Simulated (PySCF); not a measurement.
## Correlation energy of Zn⁺ (zinc, charge +1)

[Ar] 3d10 4s1, 2S determinant. Computed with PySCF 2.14 in aug-cc-pVDZ-PP with ECP10MDF (5s5p4d2f, 54 functions), with a scalar-relativistic core potential. Frozen: 3s2 3p6; 11 electrons correlated.

MP2 pair energies summed by pair of shells (mhartree):

| pair | energy | share (%) |
| --- | --- | --- |
| 3d-3d | -395.91 | 94.0 |
| 3d-4s | -25.22 | 6.0 |

Total MP2 correlation energy: -421.13 mhartree.

Same-spin part -156.40 and opposite-spin part -264.73 mhartree; SCS-MP2 scales them by 1/3 and 6/5 to -369.81 mhartree.
